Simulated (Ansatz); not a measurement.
Mulliken charges of C₂H₄BNOTe (`[TeH]B1CN=CO1`) from PBE/def2-TZVPP in Ansatz (PBE0-D4/def2-TZVP geometry).

| atom | x (Å) | y (Å) | z (Å) | charge (e) |
| --- | --- | --- | --- | --- |
| Te1 | -2.584 | 0.412 | -0.945 | 0.096 |
| B2 | -0.593 | 0.107 | -0.233 | 0.044 |
| C3 | -0.015 | -0.916 | 0.816 | -0.131 |
| N4 | 1.416 | -0.581 | 0.829 | -0.170 |
| C5 | 1.575 | 0.362 | 0.014 | 0.053 |
| O6 | 0.480 | 0.855 | -0.671 | -0.206 |
| H7 | -2.138 | 1.645 | -1.958 | -0.017 |
| H8 | -0.145 | -1.969 | 0.547 | 0.104 |
| H9 | -0.426 | -0.817 | 1.826 | 0.104 |
| H10 | 2.513 | 0.851 | -0.221 | 0.122 |

Task: By hand: the dipole of these point charges (1 e Å = 4.8032 D).

Result: Σ q r = (-0.245, -0.108, 0.043) e Å, of length 0.271 e Å = 1.30 D.

Task: How does the dipole of the full density compare? (An estimate is asked.)

Result: Computed: (-0.135, 0.053, -0.077) e Å, 0.79 D; the point charges give 1.65 times that, at 57° from its direction.

Point charges leave out the atoms' own dipoles, such as those of lone pairs, and Mulliken's split depends on the basis, so the two needn't agree.
